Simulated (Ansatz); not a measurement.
Molecule: C2H2F3, net charge 0, doublet state. It need not be the lowest isomer of its formula. 
Coordinates optimised at B3LYP-D3(BJ)/def2-TZVP (Ansatz, a program for electronic structure):
SMILES: [CH2]C(F)(F)F
```xyz
7

C      1.4916     0.0138    -0.1023
C      0.0184     0.0009    -0.0097
F     -0.5188    -1.0368    -0.6840
F     -0.4098    -0.1095     1.2754
F     -0.5262     1.1336    -0.4999
H      2.0138     0.9510     0.0039
H      2.0202    -0.9244    -0.1551
```
Charge 0, spin multiplicity 2.

Total electronic energies in hartree. Correlated levels leave the core frozen unless marked. Open shells are spin-unrestricted. No spin-orbit coupling. Non-relativistic unless marked X2C. CBS(X,Y): correlation extrapolated as X^-3; Hartree-Fock from the larger set (for Q and 5 zeta extrapolated as (X+1)exp(-9√X)).

```csv
level,program,energy (Eh)
BLYP/def2-TZVPD,Ansatz,-377.00357
PBE0-D3(BJ)/def2-TZVP,Ansatz + dftd3,…
wB97M-V/def2-TZVPD,Ansatz,-376.95437
MP2/cc-pwCVTZ,Ansatz,-376.39998
MP2/cc-pV5Z,Ansatz,-376.53916
CCSD(T)/6-31G,Ansatz,-375.60169
CCSD(T)/cc-pV5Z,Ansatz,-376.58229
X2C-CCSD(T)/cc-pVTZ-DK,Ansatz,-376.71353
"CCSD(T)/CBS(cc-pVQZ,cc-pV5Z)",Ansatz,-376.6175
```

Question: What belongs in the gaps?

Answer: 
- PBE0-D3(BJ)/def2-TZVP, energy (Eh): -376.68329
